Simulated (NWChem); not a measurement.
System: BAsH4O; SMILES B(O)[AsH2]

The following NWChem deck was run.

```
start job
memory heap 200 mb stack 900 mb global 1100 mb
geometry units angstroms noautoz
  B     -0.574860     1.208704     0.004344
  As     0.049585    -0.759105    -0.036501
  H     -0.675377    -1.112790     1.263928
  H      1.390919    -0.517051     0.673511
  H     -1.745947     1.450710     0.004898
  O      0.253888     2.275122    -0.064705
  H      1.194674     2.041984    -0.044339
end
basis spherical
  * library 6-31g*
end
dft
  xc xwpbe 1.00 cpbe96 1.0 hfexch 1.00
  cam 0.05 cam_alpha 0.0 cam_beta 1.0
  iterations 150
  vectors input atomic output neutral.movecs
end
task dft energy
charge 1
dft
  odft
  mult 2
  vectors input atomic output cation.movecs
end
task dft energy
```

Output (shortened):

```
             Northwest Computational Chemistry Package (NWChem) 7.3.0
             --------------------------------------------------------

 C1  symmetry detected

                             Geometry "geometry" -> ""
                             -------------------------

 Output coordinates in angstroms (scale by  1.889725989 to convert to a.u.)

  No.       Tag          Charge          X              Y              Z
 ---- ---------------- ---------- -------------- -------------- --------------
    1 B                    5.0000    -0.58384162     1.19258091    -0.00621653
    2 As                  33.0000     0.02573366    -0.77980262    -0.05086346
    3 H                    1.0000    -0.75508721    -1.14614913     1.21321231
    4 H                    1.0000     1.33857340    -0.55991215     0.71724075
    5 H                    1.0000    -1.75194868     1.44478193    -0.05017694
    6 O                    8.0000     0.25569341     2.25260984    -0.02513612
    7 H                    1.0000     1.19291245     2.01098248     0.03038958

 Effective nuclear repulsion energy (a.u.)     153.9727242621

  pbe96 is a nonlocal functional; adding pw91lda local functional.

                                 NWChem DFT Module
                                 -----------------

 Summary of "ao basis" -> "ao basis" (spherical)
 ------------------------------------------------------------------------------
       Tag                 Description            Shells   Functions and Types
 ---------------- ------------------------------  ------  ---------------------
 B                           6-31g*                  6       14   3s2p1d
 As                          6-31g*                 12       32   5s4p3d
 H                           6-31g*                  2        2   2s
 O                           6-31g*                  6       14   3s2p1d

            General Information
            -------------------
          SCF calculation type: DFT
          Wavefunction type:  closed shell.
          No. of atoms     :     7
          No. of electrons :    50
           Alpha electrons :    25
            Beta electrons :    25
          Charge           :     0
          Spin multiplicity:     1
          Use of symmetry is: off; symmetry adaption is: off
          Maximum number of iterations: 150
          AO basis - number of functions:    68
                     number of shells:    32
          Convergence on energy requested:  1.00D-06
          Convergence on density requested:  1.00D-05
          Convergence on gradient requested:  5.00D-04

              XC Information
              --------------
                     Hartree-Fock (Exact) Exchange  1.000
                     LC-wPBE(h)Exchange Functional  1.000
            Perdew 1991 LDA Correlation Functional  1.000 local
           PerdewBurkeErnz. Correlation Functional  1.000 non-local

           Range-Separation Parameters
           ---------------------------
           Alpha           :  0.00
           Beta            :  1.00
           Gamma           :  0.05
           Short-Range HF  :     F

             Grid Information
             ----------------
          Grid used for XC integration:  medium
          Radial quadrature: Mura-Knowles
          Angular quadrature: Lebedev.
          Tag              B.-S. Rad. Rad. Pts. Rad. Cut. Ang. Pts.
          ---              ---------- --------- --------- ---------
          B                   0.85       49           8.0       434
          As                  1.15      112           9.0       590
          H                   0.35       45          10.0       434
          O                   0.60       49          10.0       434
          Grid pruning is: on
          Number of quadrature shells:   390
          Spatial weights used:  Erf1

      Superposition of Atomic Density Guess
      -------------------------------------

 Sum of atomic energies:       -2335.11881856

      Non-variational initial energy
      ------------------------------

 Total energy =   -2336.109319
 1-e energy   =   -3557.275850
 2-e energy   =    1067.193806
 HOMO         =      -0.269383
 LUMO         =       0.034577

   convergence    iter        energy       DeltaE   RMS-Dens  Diis-err
 ---------------- ----- ----------------- --------- --------- ---------
 d= 0,ls=0.0,diis     1  -2337.5536320849 -2.49D+03  1.51D-02  5.83D-01
 d= 0,ls=0.0,diis     2  -2337.4801283298  7.35D-02  9.13D-03  1.46D+00
 d= 0,ls=0.0,diis     3  -2337.6186943689 -1.39D-01  2.01D-03  5.87D-02
 d= 0,ls=0.0,diis     4  -2337.6236970514 -5.00D-03  8.25D-04  6.53D-03
 d= 0,ls=0.0,diis     5  -2337.6241995545 -5.03D-04  2.58D-04  3.45D-04
  Resetting Diis
 d= 0,ls=0.0,diis     6  -2337.6242400552 -4.05D-05  4.14D-05  5.30D-06
 d= 0,ls=0.0,diis     7  -2337.6242408667 -8.12D-07  2.42D-05  6.36D-07
 d= 0,ls=0.0,diis     8  -2337.6242407998  6.69D-08  1.21D-05  1.23D-06
 d= 0,ls=0.0,diis     9  -2337.6242409791 -1.79D-07  2.10D-06  6.51D-08

         Total DFT energy =    -2337.624240979069
      One electron energy =    -3559.515236523821
           Coulomb energy =     1164.614754017455
    Exchange-Corr. energy =      -96.696482734822
 Nuclear repulsion energy =      153.972724262119

 Numeric. integr. density =       50.000002078275

                       DFT Final Molecular Orbital Analysis
                       ------------------------------------

 Vector   23  Occ=2.000000D+00  E=-3.474801D-01
              MO Center=  4.7D-03, -1.7D-01,  4.6D-01, r^2= 3.4D+00
   Bfn.  Coefficient  Atom+Function         Bfn.  Coefficient  Atom+Function
  ----- ------------  ---------------      ----- ------------  ---------------
    25      0.381309  2 As px                48     -0.231506  3 H  s
    50      0.218237  4 H  s                 47     -0.215351  3 H  s
    49      0.198948  4 H  s                 56      0.191914  6 O  py
    21     -0.166996  2 As px                57      0.157543  6 O  pz
     3     -0.142371  1 B  px                26      0.141594  2 As py

 Vector   24  Occ=2.000000D+00  E=-2.974557D-01
              MO Center= -1.6D-01,  1.5D-01,  2.6D-02, r^2= 3.4D+00
   Bfn.  Coefficient  Atom+Function         Bfn.  Coefficient  Atom+Function
  ----- ------------  ---------------      ----- ------------  ---------------
    27      0.385861  2 As pz                24      0.325235  2 As s
    52      0.185253  5 H  s                 50      0.180252  4 H  s
    26     -0.171036  2 As py                56     -0.170873  6 O  py
    23     -0.167500  2 As pz                 4      0.150105  1 B  py
    25      0.150024  2 As px                49      0.150337  4 H  s

 Vector   25  Occ=2.000000D+00  E=-2.471343D-01
              MO Center= -9.4D-02, -2.8D-01, -1.2D-01, r^2= 3.2D+00
   Bfn.  Coefficient  Atom+Function         Bfn.  Coefficient  Atom+Function
  ----- ------------  ---------------      ----- ------------  ---------------
    26      0.476161  2 As py                27      0.299286  2 As pz
    24      0.245635  2 As s                  4     -0.222951  1 B  py
    30      0.209699  2 As py                22     -0.198431  2 As py
    56      0.193724  6 O  py                52     -0.166628  5 H  s
    31      0.157704  2 As pz                60      0.135895  6 O  py

 Vector   26  Occ=0.000000D+00  E=-1.865429D-02
              MO Center= -4.2D-01,  9.1D-01,  6.5D-02, r^2= 2.7D+00
   Bfn.  Coefficient  Atom+Function         Bfn.  Coefficient  Atom+Function
  ----- ------------  ---------------      ----- ------------  ---------------
     9      0.540220  1 B  pz                 5      0.490105  1 B  pz
    48     -0.329849  3 H  s                 61     -0.305655  6 O  pz
    57     -0.290497  6 O  pz                50     -0.207161  4 H  s
    24     -0.202758  2 As s                 30     -0.168882  2 As py
     6      0.146443  1 B  s                 26     -0.121934  2 As py

 Vector   27  Occ=0.000000D+00  E= 2.446795D-02
              MO Center=  2.0D-01, -3.3D-01, -7.0D-03, r^2= 4.1D+00
   Bfn.  Coefficient  Atom+Function         Bfn.  Coefficient  Atom+Function
  ----- ------------  ---------------      ----- ------------  ---------------
    50     -0.745227  4 H  s                 48      0.723955  3 H  s
    29      0.686440  2 As px                25      0.412310  2 As px
    30      0.396789  2 As py                58     -0.364091  6 O  s
    68      0.304853  7 H  s                 28      0.273620  2 As s
     8      0.250734  1 B  py                31     -0.215898  2 As pz

 Vector   28  Occ=0.000000D+00  E= 4.425429D-02
              MO Center=  3.3D-01,  2.3D-02, -7.8D-03, r^2= 4.7D+00
   Bfn.  Coefficient  Atom+Function         Bfn.  Coefficient  Atom+Function
  ----- ------------  ---------------      ----- ------------  ---------------
     6      0.786384  1 B  s                 68     -0.687252  7 H  s
    50     -0.634964  4 H  s                 30     -0.608216  2 As py
    29      0.521964  2 As px                28     -0.388712  2 As s
    58      0.370439  6 O  s                  8     -0.365530  1 B  py
    25      0.366491  2 As px                31      0.328532  2 As pz

     Multipole analysis of the density
     ---------------------------------

     L   x y z        total         alpha         beta         nuclear
     -   - - -        -----         -----         ----         -------
     0   0 0 0     -0.000000    -25.000000    -25.000000     50.000000

     1   1 0 0      0.554288      0.277144      0.277144     -0.000000
     1   0 1 0      0.165494      0.082747      0.082747     -0.000000
     1   0 0 1      0.235795      0.117898      0.117898      0.000000

     2   2 0 0    -21.196272    -26.852801    -26.852801     32.509331
     2   1 1 0      2.503976      0.452226      0.452226      1.599525
     2   1 0 1     -0.079290     -0.203368     -0.203368      0.327446
     2   0 2 0    -26.180880   -147.953290   -147.953290    269.725700
     2   0 1 1     -0.818397      1.348917      1.348917     -3.516231
     2   0 0 2    -23.419183    -15.424180    -15.424180      7.429176

                                 NWChem DFT Module
                                 -----------------

            General Information
            -------------------
          SCF calculation type: DFT
          Wavefunction type:  spin polarized.
          No. of atoms     :     7
          No. of electrons :    49
           Alpha electrons :    25
            Beta electrons :    24
          Charge           :     1
          Spin multiplicity:     2
          Use of symmetry is: off; symmetry adaption is: off
          Maximum number of iterations: 150
          This is a Direct SCF calculation.
          AO basis - number of functions:    68
                     number of shells:    32
          Convergence on energy requested:  1.00D-06
          Convergence on density requested:  1.00D-05
          Convergence on gradient requested:  5.00D-04

              XC Information
              --------------
                     Hartree-Fock (Exact) Exchange  1.000
                     LC-wPBE(h)Exchange Functional  1.000
            Perdew 1991 LDA Correlation Functional  1.000 local
           PerdewBurkeErnz. Correlation Functional  1.000 non-local

           Range-Separation Parameters
           ---------------------------
           Alpha           :  0.00
           Beta            :  1.00
           Gamma           :  0.05
           Short-Range HF  :     F

             Grid Information
             ----------------
          Grid used for XC integration:  medium
          Radial quadrature: Mura-Knowles
          Angular quadrature: Lebedev.
          Tag              B.-S. Rad. Rad. Pts. Rad. Cut. Ang. Pts.
          ---              ---------- --------- --------- ---------
          B                   0.85       49           8.0       434
          As                  1.15      112           9.0       590
          H                   0.35       45          10.0       434
          O                   0.60       49          10.0       434
          Grid pruning is: on
          Number of quadrature shells:   390
          Spatial weights used:  Erf1

      Superposition of Atomic Density Guess
      -------------------------------------

 Sum of atomic energies:       -2335.11881856

 Renormalizing density from      50.00 to     49

      Non-variational initial energy
      ------------------------------

 Total energy =   -2307.224677
 1-e energy   =   -3486.130333
 2-e energy   =    1024.932931
 HOMO         =      -0.612733
 LUMO         =      -0.248213

   convergence    iter        energy       DeltaE   RMS-Dens  Diis-err
 ---------------- ----- ----------------- --------- --------- ---------
 d= 0,ls=0.0,diis     1  -2336.8803549458 -2.49D+03  1.72D-02  2.05D+00
                                                     1.80D-02  2.05D+00
 d= 0,ls=0.0,diis     2  -2336.3862539836  4.94D-01  1.17D-02  3.97D+00
                                                     1.19D-02  3.96D+00
 d= 0,ls=0.0,diis     3  -2337.2076215607 -8.21D-01  3.10D-03  1.88D-01
                                                     3.63D-03  1.90D-01
 d= 0,ls=0.0,diis     4  -2337.2806819968 -7.31D-02  8.45D-04  9.77D-03
                                                     1.35D-03  9.41D-03
 d= 0,ls=0.0,diis     5  -2337.2838400328 -3.16D-03  4.79D-04  1.15D-03
                                                     5.32D-04  9.92D-04
  Resetting Diis
 d= 0,ls=0.0,diis     6  -2337.2845857812 -7.46D-04  6.12D-05  3.54D-05
                                                     2.38D-04  4.10D-05
 d= 0,ls=0.0,diis     7  -2337.2846269497 -4.12D-05  1.07D-04  9.41D-06
                                                     7.33D-05  4.75D-06
 d= 0,ls=0.0,diis     8  -2337.2846295948 -2.65D-06  4.09D-05  7.67D-06
                                                     7.92D-05  8.84D-06
 d= 0,ls=0.0,diis     9  -2337.2846369354 -7.34D-06  1.41D-05  1.34D-06
                                                     2.11D-05  1.12D-06
 d= 0,ls=0.0,diis    10  -2337.2846377648 -8.29D-07  1.34D-05  7.00D-07
                                                     1.92D-05  4.71D-07
 d= 0,ls=0.0,diis    11  -2337.2846382947 -5.30D-07  9.77D-06  1.40D-07
                                                     1.16D-05  1.06D-07
 d= 0,ls=0.0,diis    12  -2337.2846384397 -1.45D-07  9.97D-07  2.18D-09
                                                     2.16D-06  2.45D-09

         Total DFT energy =    -2337.284638439661
      One electron energy =    -3546.075599630945
           Coulomb energy =     1151.200267378430
    Exchange-Corr. energy =      -96.382030449265
 Nuclear repulsion energy =      153.972724262119

 Numeric. integr. density =       49.000003892800

                    DFT Final Alpha Molecular Orbital Analysis
                    ------------------------------------------

 Vector   23  Occ=1.000000D+00  E=-5.873476D-01
              MO Center=  5.9D-02,  1.0D+00,  1.8D-01, r^2= 3.3D+00
   Bfn.  Coefficient  Atom+Function         Bfn.  Coefficient  Atom+Function
  ----- ------------  ---------------      ----- ------------  ---------------
    57      0.425819  6 O  pz                25      0.301407  2 As px
    61      0.280629  6 O  pz                 5      0.162762  1 B  pz
    49      0.157488  4 H  s                 56      0.157952  6 O  py
    50      0.152264  4 H  s                  3     -0.147291  1 B  px
    21     -0.125132  2 As px                26      0.111998  2 As py

[...]
```

Level: LC-wPBE (HJS exchange hole, range parameter 0.05 per bohr)/6-31G* (spherical d), vertical spin-unrestricted ions. The geometry was optimised at B3LYP/6-31G* (spherical d).
